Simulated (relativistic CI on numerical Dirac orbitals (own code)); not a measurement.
## Mo⁴⁺: resonant inelastic scattering at the L2,3 edge

Computed with this model: Dirac-Coulomb-Breit CI, separate exchange-only KLI orbitals for each configuration, model QED, Kramers-Heisenberg scattering through one core-hole configuration in a parametric crystal field, unscaled Slater integrals; configurations [Kr] 4d2 → [He] 2s2 2p5 3s2 3p6 3d10 4s2 4p6 4d3; 300 K; core-hole width 1.6 eV; summed over polarisations. Incident energies are the highest absorption maxima for each field (at most a few, so the weaker spin-orbit partner edge can be absent), on the computed scale of the free ion. Intensities are in per cent of the strongest line above 0.02 eV; levels within 1 cm⁻¹ are merged; final levels count from the ground level, the first row holds all elastic scattering, lines under 0.4 are left out and each table stops after 24 rows. The scale of the Slater integrals is a model choice and moves the terms in proportion.

Field parameters in Wybourne normalisation: D4h B²₀ = −7Ds, B⁴₀ = 21(Dq − Dt), B⁴₄ = 21√(5/14) Dq. The field is a parameter set, without covalency, and values of 10Dq over about 45,000 cm⁻¹ lie beyond real compounds.

S is read from ⟨S²⟩ = S(S + 1).

D4h, 10Dq = 45700, Ds = -1500, Dt = -520 cm⁻¹:

```csv
Final level (eV),Degeneracy,Irrep,S,2524.4 eV,2526.2 eV,2531.6 eV
0.000,1,B1,1.00,510.2,973.9,1242.5
0.002,1,B2,1.00,20.0,25.7,4.4
0.051,2,E,1.00,35.4,51.6,13.3
0.088,1,A1,1.00,34.7,42.2,25.8
0.135,1,A2,1.00,26.2,13.8,27.2
0.311,2,E,1.00,70.5,35.6,9.3
0.330,1,A1,1.00,10.2,8.6,3.7
1.530,1,A1,0.01,3.3,20.6,2.6
1.614,2,E,0.01,6.8,41.8,6.6
1.850,1,B2,0.01,3.3,23.9,3.0
1.864,1,B1,0.01,3.2,20.6,1.9
3.786,1,A1,0.01,2.2,7.1,3.7
5.594,1,B1,1.00,1.6,3.2,31.1
5.596,1,B2,1.00,1.7,3.6,29.8
5.632,2,E,1.00,0.4,1.3,9.6
5.672,2,A1+A2,1.00,0.3,0.7,17.4
6.304,2,E,1.00,1.7,4.2,100.0
6.304,1,B1,1.00,0.7,1.2,43.9
6.587,2,E,1.00,1.4,1.2,52.8
6.593,1,A1,1.00,0.6,0.8,17.4
7.303,2,E,0.03,0.2,0.4,6.4
7.392,1,A2,0.01,0.2,0.3,15.2
7.673,1,A2,1.00,0.5,0.8,30.0
7.674,1,A1,1.00,0.5,0.8,30.7
```

D4h, 10Dq = 45700, Ds = -860, Dt = -520 cm⁻¹:

| Final level (eV) | Degeneracy | Irrep | S | 2524.3 eV | 2526.1 eV | 2531.8 eV |
| --- | --- | --- | --- | --- | --- | --- |
| 0.000 | 1 | A1 | 1.00 | 762.6 | 1441.0 | 1884.6 |
| 0.003 | 1 | B1 | 1.00 | 39.9 | 55.7 | 7.4 |
| 0.004 | 2 | E | 1.00 | 69.9 | 76.9 | 9.5 |
| 0.006 | 1 | B2 | 1.00 | 49.3 | 48.3 | 6.7 |
| 0.135 | 2 | E | 1.00 | 62.9 | 28.7 | 43.5 |
| 0.139 | 1 | A2 | 1.00 | 30.6 | 13.3 | 18.7 |
| 0.195 | 1 | A1 | 1.00 | 18.8 | 3.7 | 21.9 |
| 1.619 | 3 | B2+E | 0.01 | 15.2 | 100.0 | 20.4 |
| 1.632 | 1 | B1 | 0.01 | 3.8 | 22.7 | 2.6 |
| 1.635 | 1 | A1 | 0.01 | 3.9 | 23.9 | 4.9 |
| 3.693 | 1 | A1 | 0.01 | 3.5 | 10.8 | 4.6 |
| 5.570 | 1 | B1 | 1.00 | 1.6 | 3.1 | 39.2 |
| 5.572 | 1 | B2 | 1.00 | 1.6 | 3.9 | 36.8 |
| 5.607 | 2 | E | 1.00 | 1.9 | 4.9 | 37.8 |
| 5.645 | 1 | A2 | 1.00 | 0.3 | 1.0 | 6.5 |
| 5.645 | 1 | A1 | 1.00 | 0.6 | 1.3 | 31.7 |
| 6.230 | 2 | E | 1.00 | 1.4 | 3.4 | 79.8 |
| 6.231 | 1 | B1 | 1.00 | 0.9 | 1.6 | 60.5 |
| 6.822 | 2 | E | 0.99 | 1.6 | 1.6 | 65.8 |
| 6.830 | 1 | A1 | 1.00 | 0.9 | 1.1 | 36.2 |
| 7.297 | 2 | E | 0.12 | 0.6 | 1.5 | 47.7 |
| 7.394 | 1 | A2 | 1.00 | 0.6 | 0.7 | 40.3 |
| 7.399 | 1 | A1 | 1.00 | 0.8 | 1.0 | 47.2 |
| 7.451 | 2 | E | 0.96 | 1.4 | 1.2 | 82.3 |

For the first field the strongest loss at the lowest incident energy is the level at 0.31 eV (S = 1.00, against 1.00 in the thermal ground state). Levels of other spin, the first over 8 % at 1.53 eV, appear because spin-orbit coupling of the core hole, and in heavier ions of the valence shell too, mixes spins.
